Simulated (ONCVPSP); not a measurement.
Before and after: ONCV potential for Ta

ONCVPSP 4.0.1 input, shortened (lines: element, Z, core and valence counts, functional; n l f; lmax; l rc ep ncon nbas qcut; lloc lpopt rc5 dvloc0; l nproj debl; icmod fcfact rcfact), PBEsol, fully relativistic:

```
  Ta 73.00   12    3  -116133      upf
    1    0    2.00
    2    0    2.00
    2    1    6.00
    3    0    2.00
    3    1    6.00
    3    2   10.00
    4    0    2.00
    4    1    6.00
    4    2   10.00
    4    3   14.00
    5    0    2.00
    5    1    6.00
    5    2    3.00
    6    0    1.50
    6    1    0.50
    2
    0    2.40    0.00    4    7    2.20
    1    2.70    0.00    4    8    3.40
    2    2.40    0.00    4    8    6.80
    0    5    2.40    0.00
    0    0    3.00
    1    2    1.20
    2    2    1.40
    0    0.00    0.00
```

Open shells are filled in proportion to 2j + 1.

Change: reference 5d3 6s2; wave 6p: rc 2.70 bohr, ncon 4, nbas 8, qcut 3.4 1/bohr, 2 projectors, debl 1.2 Ha becomes p scattering state at 0.29 Ha: rc 2.70 bohr, ncon 4, nbas 8, qcut 3.4 1/bohr, 2 projectors, debl 1.2 Ha. In the p channel the program set the typed energies aside and used 0.050, 1.250 Ha (j = l + 1/2; the other j can differ).

Cutoffs: the cutoffs (Ha) at which the residual kinetic energy of the hardest occupied pseudo-wave falls to 1 and 0.1 mHa per electron; they do not see the model core or the augmentation charge, which bear on the density cutoff. Errors are all-electron minus pseudo energies relative to the spin-unpolarised reference configuration.

What does the change do?

The potential gets softer (13 Ha and 22 Ha → 13 Ha and 16 Ha); both files keep a bound ghost (p); the number of tests with a reliable result goes from 3 to 4.

| quantity | base | changed |
| --- | --- | --- |
| cutoff, loose | 13 Ha | 13 Ha |
| cutoff, tight | 22 Ha | 16 Ha |
| bound ghosts | p3/2, p1/2 | p3/2, p1/2 |
| GHOST(+) flags under 300 eV | none | none |
| tests with a reliable result | 3 of 4 | 4 of 4 |
| s: phases at 2.44 bohr within 0.05 rad from the reference energy up to (Ha; the scan ends near 5) | 1.3 | 1.3 |
| p3/2: phases at 2.73 bohr within 0.05 rad from the reference energy up to (Ha; the scan ends near 5) | 2.9 | 3.0 |
| p1/2: phases at 2.73 bohr within 0.05 rad from the reference energy up to (Ha; the scan ends near 5) | 2.6 | n/a |
| d5/2: phases at 2.44 bohr within 0.05 rad from the reference energy up to (Ha; the scan ends near 5) | to the end of the scan | to the end of the scan |
| d3/2: phases at 2.44 bohr within 0.05 rad from the reference energy up to (Ha; the scan ends near 5) | to the end of the scan | to the end of the scan |

 A true bound ghost makes a file unfit for plane-wave use even where its test errors are small: the radial tests pick states by their node count and pass the ghost by.
